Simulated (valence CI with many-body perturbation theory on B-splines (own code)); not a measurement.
Sn18+: magnetic and hyperfine properties of the levels

Computed by relativistic CI+MBPT: four valence electrons over a frozen Dirac-Fock core [Ar] 3d10, radial functions for each j: 11 s, 11 p, 10 d, 8 f, 5 g, 2 h, with the one-electron correlation potential Σ1, the two-electron term Σ2, the three-electron term Σ3, Breit, model QED; selected CI, second order for the rest, scaled by the run's own slope (own B-spline code, finite nucleus).

No measured levels were compared; by estimate levels hold to about 250 cm⁻¹ or 0.2 % of their energy and the worst to 1 %, as in measured heavy ions of charge 2 to 7; those with d or f electrons hold less well. Among the levels kept, up to 560 cm⁻¹ of a level comes from second order outside the variational space, and about a tenth of that is noise between levels of different J, which matters for small intervals.

A/g_I is the dipole constant over the nuclear g factor μ/I (μ in nuclear magnetons, uniformly magnetised nucleus), B/Q the quadrupole constant per barn. Both hold the static response of the core; the bare values leave it out. Large factors of s and p1/2 electrons are usually good to 5 to 10 %; those of open d and f shells near neutrality can be off by tens of per cent, and small factors of p3/2, d and f electrons come from cancelling terms and can be off by a factor of two or in sign, in half-filled shells by more. B is blank for J = 1/2, where it vanishes, and for nearly pure S terms. Energies count from the lowest level. Levels with J = 0 are left out.

Levels are named by their leading jj configuration (3d3/2^4 stands for four electrons in 3d with j = 3/2), which in mixed levels can hold well under half, so a name can repeat and another be missing. Letters in brackets count levels of one name in rising energy.

```
                         Level  E (eV)      g  A/g_I (MHz)  A/g_I bare  B/Q (MHz/b)  B/Q bare
        (4s^2 4p1/2 4p3/2) J=1    8.39  1.500        -2610       -2640         9610      9050
        (4s^2 4p1/2 4p3/2) J=2   10.45  1.248        22300       21100         8900      8390
            (4s^2 4p3/2^2) J=2   20.48  1.251        11300       10700        10200      9630
        (4s 4p1/2^2 4p3/2) J=2   48.00  1.860        55600       52800         5330      5010
        (4s 4p1/2^2 4p3/2) J=1   56.09  0.800       -30400      -28800        16700     15700
    (4s 4p1/2 4p3/2^2) J=2 [a]   58.22  1.345        40200       38200        21200     20000
        (4s 4p1/2 4p3/2^2) J=3   61.20  1.332        50400       47900        -1290     -1190
    (4s 4p1/2 4p3/2^2) J=1 [a]   66.93  1.301        53200       50500       -17700    -16700
    (4s 4p1/2 4p3/2^2) J=2 [b]   67.74  1.219        13800       13100       -18000    -17000
    (4s 4p1/2 4p3/2^2) J=1 [b]   73.17  1.558         6770        6410         1620      1530
              (4s 4p3/2^3) J=2   75.54  1.224        46500       44200       -11200    -10600
        (4s^2 4p1/2 4d3/2) J=2   81.75  0.720        17800       17000        10100      9510
              (4s 4p3/2^3) J=1   84.38  1.333       -25500      -24200         -923      -852
        (4s^2 4p1/2 4d5/2) J=3   85.72  1.097        11200       10800         9480      8900
        (4s^2 4p1/2 4d5/2) J=2   88.65  1.270        -2320       -2070         1950      1810
        (4s^2 4p1/2 4d3/2) J=1   89.82  0.834       -12100      -11300         2140      2020
        (4s^2 4p3/2 4d5/2) J=4   93.12  1.249         4990        4770        23200     21800
        (4s^2 4p3/2 4d3/2) J=2   96.22  1.053         4240        4010        -2650     -2530
        (4s^2 4p3/2 4d3/2) J=3   98.27  1.266         8120        7750        -1780     -1670
        (4s^2 4p3/2 4d3/2) J=1   98.29  1.199         5680        5500        -9420     -8870
        (4s^2 4p3/2 4d5/2) J=2   99.54  1.303         8570        8240       -12900    -12200
        (4s^2 4p3/2 4d5/2) J=3  104.88  1.052         6530        6260        16800     15800
        (4s^2 4p3/2 4d5/2) J=1  106.45  0.969        -2900       -2570         2920      2750
         (4p1/2^2 4p3/2^2) J=2  110.63  1.361        11500       11000         1260      1190
        (4s 4p1/2^2 4d3/2) J=1  119.45  0.768       -20600      -19500        -1720     -1630
           (4p1/2 4p3/2^3) J=1  120.43  0.911       -18300      -17300        -4950     -4670
        (4s 4p1/2^2 4d3/2) J=2  120.84  1.135        19700       18800        -3290     -3120
           (4p1/2 4p3/2^3) J=2  121.49  1.129        22100       21000       -12500    -11800
        (4s 4p1/2^2 4d5/2) J=3  123.37  1.349        25400       24300         9380      8780
(4s 4p1/2 4p3/2 4d3/2) J=1 [a]  127.46  1.365        28800       27500       -10800    -10200
(4s 4p1/2 4p3/2 4d3/2) J=2 [a]  127.62  1.249        22200       21100       -11300    -10700
(4s 4p1/2 4p3/2 4d5/2) J=4 [a]  127.82  1.371        23200       22100        13600     12700
(4s 4p1/2 4p3/2 4d3/2) J=3 [a]  128.13  1.298        31600       30000       -10400     -9760
(4s 4p1/2 4p3/2 4d5/2) J=4 [b]  130.10  1.366        33700       32100         4580      4310
```

(1) Take the isotope of mass number 119, with I = 1/2, μ = -1.0459 μN. What is the hyperfine structure of (4s 4p1/2^2 4p3/2) J=2?

## Answers

(1) From the table A = -116000 MHz. Shifts from the centre of gravity in MHz: F = 3/2: 174000, F = 5/2: -116000.
